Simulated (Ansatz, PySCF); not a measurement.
C₃H₄ClNSi, SMILES N1C=C[Si@@H](Cl)C=1.

Coordinates come from a r2SCAN-D4/def2-SVP optimisation. The structure was generated by enumeration; whether it is a known compound was not checked.

Vertical ionisation energy (IE) and electron affinity (EA) in eV. Rows of orbital energies are one-electron estimates. Where ΔSCF, EOM or ADC give a negative EA the extra electron is unbound and the value depends on the basis.

| level | IE | EA |
|---|---|---|
| −ε(HOMO), −ε(LUMO), B3LYP/def2-TZVP (PySCF) | 7.22 | 2.68 |
| −ε(HOMO), −ε(LUMO), PBE/def2-TZVP (PySCF) | 6.05 | 3.45 |
| ΔSCF, CAM-B3LYP/def2-TZVPD (Ansatz), final states of multiplicity 2 and 2 | 9.59 | 0.72 |
| ΔSCF, PBE/def2-TZVPD (Ansatz), final states of multiplicity 2 and 2 | 9.13 | 0.87 |

Problem. What vertical singlet–triplet gap does ΔSCF give with CAM-B3LYP/def2-TZVPD (Ansatz, a first-principles code) and with PBE/def2-TZVPD (Ansatz)? (An estimate is asked for; the answer gives what the named calculation found.)

Solution. 2.78 and 2.43 eV (triplet above singlet where positive).
